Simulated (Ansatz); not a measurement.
One change: `[OH][GeH2][SeH]` becomes `[NH2][GeH2][OH]`.

Ansatz, PBE0-D4/def2-TZVP geometries, multiplicity 1. Each molecule was computed in one conformer, which needn't be the lowest.

Scalar relativity is left out up to krypton.

```tsv
property	`[OH][GeH2][SeH]`
size of the dipole moment (B3LYP/def2-TZVPP) / D	0.46
HOMO energy (PBE/def2-TZVPP) / eV	-6.05
size of the dipole moment (ωB97M-V/def2-TZVPP) / D	0.44
ideal-gas entropy at 298 K and 1 bar (rigid rotor, harmonic PBE0-D4/def2-TZVP) / J/(mol·K)	328
HOMO energy (B3LYP/def2-TZVPP) / eV	-6.98
size of the dipole moment (PBE/def2-TZVPP) / D	0.39
```

Problem. What does the change do to each property? (Estimate.)

Solution. Computed: 
```tsv
property	`[NH2][GeH2][OH]`	shift
size of the dipole moment (B3LYP/def2-TZVPP) / D	2.18	1.72
HOMO energy (PBE/def2-TZVPP) / eV	-6.01	0.04
size of the dipole moment (ωB97M-V/def2-TZVPP) / D	2.22	1.78
ideal-gas entropy at 298 K and 1 bar (rigid rotor, harmonic PBE0-D4/def2-TZVP) / J/(mol·K)	310	-18
HOMO energy (B3LYP/def2-TZVPP) / eV	-7.21	-0.23
size of the dipole moment (PBE/def2-TZVPP) / D	2.02	1.63
```

With PBE0 the HOMO falls by 0.24 eV and the LUMO rises by 0.85 eV, so the gap widens by about 1.09 eV. PBE moves the HOMO by 0.04 eV and ωB97M-V by -0.44 eV. The zero-point energy changes by 45.0 kJ/mol with +3 modes. Dipoles are sizes alone; their direction can turn.

B3LYP here is the variant with VWN-RPA as its local correlation; programs differ in this.

Spin–orbit coupling is left out; it splits and shifts lone-pair levels of the heavy atoms by tenths of an eV.
